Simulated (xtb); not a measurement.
BCl, charge -1, doublet, at a GFN2-xTB geometry (the spin is typed, not shown lowest), atoms displaced at random by about 0.1 Å a coordinate. Base run: GFN2-xTB in xtb 6.7.1.

Here is a job for xtb.
```
$ xtb mol.xyz --gfn 2 --chrg -1 --uhf 1 --opt --json

# file mol.xyz
2

B      0.20316918    -0.01281393    -1.65720145
Cl    -0.02847108    -0.01261087     0.55591396
```

The base run was repeated with changes; each row names its change, and settings that it needs were set with it.

```tsv
change	ΔE vs base (kJ/mol)	optimiser steps
base	0.00	6
opt level = sloppy	0.00	5
opt level = tight	0.00	7
opt level = loose	0.00	5
opt level = vtight	0.00	7
alpb = ether	-211.4	6
opt level = lax	0.00	6
engine = inertial	0.01	-
opt level = crude	0.95	3
opt level = extreme	0.00	7
```
